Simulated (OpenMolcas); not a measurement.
**Multiconfigurational calculation on Pt5+**

Pt5+ among 6 point charges of -1.36 e arranged as a tetragonal octahedron (D4h), 1.92 Å from the ion, with the axial distance 2.246 Å. With inversion symmetry the input lists one of each pair of outer charges.

Input:

```
&GATEWAY
Coord
1

Pt 0.0 0.0 0.0
Basis=ANO-RCC-VTZP
Group=XYZ
NoMove
AngMom=0.0 0.0 0.0
AMFI
XField
3 Angstrom 0
1.920000 0.000000 0.000000 -1.360000
0.000000 1.920000 0.000000 -1.360000
0.000000 0.000000 2.246400 -1.360000
&SEWARD
* reference wave functions (RASSCF and RASSI steps not shown): 5 electrons in 5 orbitals (5d)
>>> COPY JOB001 $Project.JobIph
&CASPT2
Multistate=1 1
Frozen=14 16
IPEA=0.25
Imaginary=0.1
MaxIter=60
WThr=0.0 0.3 0.05
PrWF=0.5
NoMix
>>> COPY JOB002 $Project.JobIph
&CASPT2
Multistate=24 1 2 3 4 5 6 7 8 9 10 11 12 13 14 15 16 17 18 19 20 21 22
23 24
NoMult
Frozen=14 16
IPEA=0.25
Imaginary=0.1
MaxIter=60
WThr=0.0 0.3 0.05
PrWF=0.5
NoMix
>>> COPY JOB003 $Project.JobIph
&CASPT2
Multistate=75 1 2 3 4 5 6 7 8 9 10 11 12 13 14 15 16 17 18 19 20 21 22
23 24 25 26 27 28 29 30 31 32 33 34 35 36 37 38 39 40 41 42 43 44 45 46
47 48 49 50 51 52 53 54 55 56 57 58 59 60 61 62 63 64 65 66 67 68 69 70
71 72 73 74 75
NoMult
Frozen=14 16
IPEA=0.25
Imaginary=0.1
MaxIter=60
WThr=0.0 0.3 0.05
PrWF=0.5
NoMix
```

Launched by
```bash
OMP_NUM_THREADS=1 MOLCAS_MEM=1689 MOLCAS_PROJECT=a pymolcas a.inp > a.log  # once for each step of the input, in one work folder
```

Output, cut to the results:

```
--- CASPT2 ---
Orbital specifications:
      -----------------------

      Symmetry species                           1   2
                                                ag  au
      Frozen orbitals                           14  16
      Inactive orbitals                          1   3
      Active orbitals                            5   0
      Secondary orbitals                        22  23
      Deleted orbitals                           0   0
      Number of basis functions                 42  42
Type of calculation                        SS-CASPT2
      Fock operator                              state-specific
      IPEA shift                                 0.25
      Real shift                                 0.00
      Imaginary shift                            0.10
      The input orbitals will be transformed to quasi-canonical
Reference energy:      -18401.0308949611
      E2 (Non-variational):      -0.2874799425
      Shift correction:          -0.0000690395
      E2 (Variational):          -0.2875489820
      Total energy:          -18401.3184439431
      Residual norm:              0.0000000499
      Reference weight:           0.96000
      Contributions to the CASPT2 correlation energy
      Active & Virtual Only:         -0.0522301160
      One Inactive Excited:          -0.1525031318
      Two Inactive Excited:          -0.0827466948
::    CASPT2 Root  1     Total energy: -18401.31844394
--- CASPT2 ---
Orbital specifications:
      -----------------------

      Symmetry species                           1   2
                                                ag  au
      Frozen orbitals                           14  16
      Inactive orbitals                          1   3
      Active orbitals                            5   0
      Secondary orbitals                        22  23
      Deleted orbitals                           0   0
      Number of basis functions                 42  42
Type of calculation                        SS-CASPT2
      Fock operator                              state-specific
      IPEA shift                                 0.25
      Real shift                                 0.00
      Imaginary shift                            0.10
      The input orbitals will be transformed to quasi-canonical
Reference energy:      -18400.9109090447
      E2 (Non-variational):      -0.2996540137
      Shift correction:          -0.0000832588
      E2 (Variational):          -0.2997372725
      Total energy:          -18401.2106463172
      Residual norm:              0.0000007282
      Reference weight:           0.95722
      Contributions to the CASPT2 correlation energy
      Active & Virtual Only:         -0.0633485912
      One Inactive Excited:          -0.1513366801
      Two Inactive Excited:          -0.0849687424
Reference energy:      -18400.9092960482
      E2 (Non-variational):      -0.3015108277
      Shift correction:          -0.0000846142
      E2 (Variational):          -0.3015954418
      Total energy:          -18401.2108914900
      Residual norm:              0.0000008174
      Reference weight:           0.95670
      Contributions to the CASPT2 correlation energy
      Active & Virtual Only:         -0.0642572299
      One Inactive Excited:          -0.1526854545
      Two Inactive Excited:          -0.0845681433
::    CASPT2 Root  1     Total energy: -18401.21064632
::    CASPT2 Root  2     Total energy: -18401.21089149
::    CASPT2 Root  3     Total energy: -18401.21089149
::    CASPT2 Root  4     Total energy: -18401.19995659
::    CASPT2 Root  5     Total energy: -18401.19995659
::    CASPT2 Root  6     Total energy: -18401.20055933
::    CASPT2 Root  7     Total energy: -18401.19744736
::    CASPT2 Root  8     Total energy: -18401.19727935
::    CASPT2 Root  9     Total energy: -18401.19521999
::    CASPT2 Root 10     Total energy: -18401.18468683
::    CASPT2 Root 11     Total energy: -18401.18468684
::    CASPT2 Root 12     Total energy: -18401.17678771
::    CASPT2 Root 13     Total energy: -18401.17512205
::    CASPT2 Root 14     Total energy: -18401.17295004
::    CASPT2 Root 15     Total energy: -18401.15879320
::    CASPT2 Root 16     Total energy: -18401.16215519
::    CASPT2 Root 17     Total energy: -18401.16215519
::    CASPT2 Root 18     Total energy: -18401.11921272
::    CASPT2 Root 19     Total energy: -18401.11649607
::    CASPT2 Root 20     Total energy: -18401.11616180
::    CASPT2 Root 21     Total energy: -18401.11616179
::    CASPT2 Root 22     Total energy: -18401.10533656
::    CASPT2 Root 23     Total energy: -18401.09909341
::    CASPT2 Root 24     Total energy: -18401.09909343
--- CASPT2 ---
Orbital specifications:
      -----------------------

      Symmetry species                           1   2
                                                ag  au
      Frozen orbitals                           14  16
      Inactive orbitals                          1   3
      Active orbitals                            5   0
      Secondary orbitals                        22  23
      Deleted orbitals                           0   0
      Number of basis functions                 42  42
Type of calculation                        SS-CASPT2
      Fock operator                              state-specific
      IPEA shift                                 0.25
      Real shift                                 0.00
      Imaginary shift                            0.10
      The input orbitals will be transformed to quasi-canonical
Reference energy:      -18400.8578495406
      E2 (Non-variational):      -0.3027127761
      Shift correction:          -0.0000791941
      E2 (Variational):          -0.3027919702
      Total energy:          -18401.1606415108
      Residual norm:              0.0000003373
      Reference weight:           0.95701
      Contributions to the CASPT2 correlation energy
      Active & Virtual Only:         -0.0656145548
      One Inactive Excited:          -0.1537580127
...
```

Spin-orbit levels above the lowest (labels of D4, the rotations of D4h), with the averaged single-state CASPT2 energies on the diagonal:

```
E (cm-1)  Degeneracy  Label      2S+1               g
       0           2   E1/2  6 (79 %)  1.91 5.71 5.71
      27           2   E3/2  6 (79 %)  1.79 1.79 4.99
     390           2   E3/2  6 (82 %)  1.82 1.82 8.87
   16210           2   E3/2  4 (50 %)  1.75 1.75 2.18
   17340           2   E1/2  4 (58 %)  1.64 3.44 3.44
   20500           2   E3/2  4 (60 %)  1.68 1.68 3.33
   22530           2   E1/2  4 (90 %)  0.85 3.97 3.97
   23340           2   E3/2  4 (83 %)  0.75 3.27 3.27
   24190           2   E3/2  4 (85 %)  1.72 2.89 2.89
   25140           2   E1/2  4 (84 %)  1.58 1.96 1.96
   25440           2   E3/2  4 (83 %)  0.11 0.11 4.76
   25710           2   E1/2  4 (81 %)  0.33 2.70 2.70
   25970           2   E1/2  4 (82 %)  0.68 0.68 3.22
   26360           2   E3/2  4 (72 %)  1.66 4.78 4.78
   26880           2   E1/2  4 (78 %)  0.33 0.33 2.48
   26900           2   E3/2  4 (69 %)  1.20 6.04 6.04
   27100           2   E1/2  4 (79 %)  0.08 0.08 6.18
   27570           2   E3/2  4 (80 %)  0.91 0.91 1.02
   27760           2   E1/2  4 (73 %)  0.87 5.44 5.44
   28710           2   E1/2  4 (86 %)  2.80 2.80 3.24
```

Point charges give a weaker field than real ligands, and real ions of this kind are as a rule low spin; the high spin found here belongs to the model. Free-ion shares, where given, are those of the reference states; single-state CASPT2 does not remix them. Point charges carry no covalency, so the field is a model and not that of real ligands. No measured value stands beside these numbers.

The CASPT2 steps took 14 s on 1 thread of Arm Neoverse V2 (shared host); the integral step is not counted.
